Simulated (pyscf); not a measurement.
**[H₂N–V(Cl)(Cl)–Cl]• (SMILES [NH2][V]([Cl])([Cl])[Cl]), doublet**

Gas-phase minimum from PySCF at ωB97X-D3(BJ)/def2-SVP, one conformer. Other isomers of [H₂N–V(Cl)(Cl)–Cl]• were not searched in full and may lie lower. 

SMILES: [NH2][V]([Cl])([Cl])[Cl]
```xyz
7

N      0.1707     0.6158    -0.4299
V     -1.2072    -0.4194    -0.0510
Cl    -0.8815    -2.2730    -1.0779
Cl    -2.8908     0.6369    -0.8484
Cl    -1.2947    -0.5845     2.0877
H      0.0643     1.5788    -0.7488
H      1.1459     0.3353    -0.3242
```
Charge 0, spin multiplicity 2.

Bonded distances (Å): N1–V2 1.765, N1–H6 1.020, N1–H7 1.020, V2–Cl3 2.144, V2–Cl4 2.142, V2–Cl5 2.147. Bond angles (°): V2–N1–H6 122.7, V2–N1–H7 124.3, H6–N1–H7 113.1, N1–V2–Cl3 106.6, N1–V2–Cl4 104.2, N1–V2–Cl5 106.9, Cl3–V2–Cl4 111.6, Cl3–V2–Cl5 114.6, Cl4–V2–Cl5 112.1.

Properties at ωB97X-D3(BJ)/def2-SVP:

| Property | Result |
|---|---|
| Harmonic wavenumbers, unscaled | 21, 116, 121, 136, 180, 189, 402, 478, 492, 585, 631, 807, 1495, 3549, 3666 cm⁻¹ |
| Zero-point energy | 18.4 kcal/mol |
| Rotational symmetry number | 1 |
| Entropy of this conformer at 298 K and 1 atm, rigid rotor and harmonic oscillator, modes under 100 cm⁻¹ raised to 100 | 386.5 J/(mol K) |
| Dipole moment | 3.46 D |
| Spin expectation value S2 | 0.769 |

Single-point totals, which compare only within one level:

```json
[
 {"level": "ωB97X-D3(BJ)/def2-TZVP", "total energy (hartree)": "-2380.81691"},
 {"level": "PBE/def2-TZVP", "total energy (hartree)": "-2379.99099"},
 {"level": "r²SCAN/def2-TZVP", "total energy (hartree)": "-2380.69283"},
 {"level": "B3LYP-D3(BJ)/def2-TZVP", "total energy (hartree)": "-2380.89954"},
 {"level": "PBE0-D3(BJ)/def2-TZVP", "total energy (hartree)": "-2380.09513"},
 {"level": "M06-2X/def2-TZVP", "total energy (hartree)": "-2380.67347"},
 {"level": "ωB97M-D3(BJ)/def2-TZVP", "total energy (hartree)": "-2380.99476"}
]
```

The lowest mode is so soft that the shape along it may change with the basis. Soft torsions are taken as harmonic, which can shift the entropy by several J/(mol K). Open-shell species with a d-block atom are single-reference here; other states, and whether the spin sits on metal or ligand, were not checked.
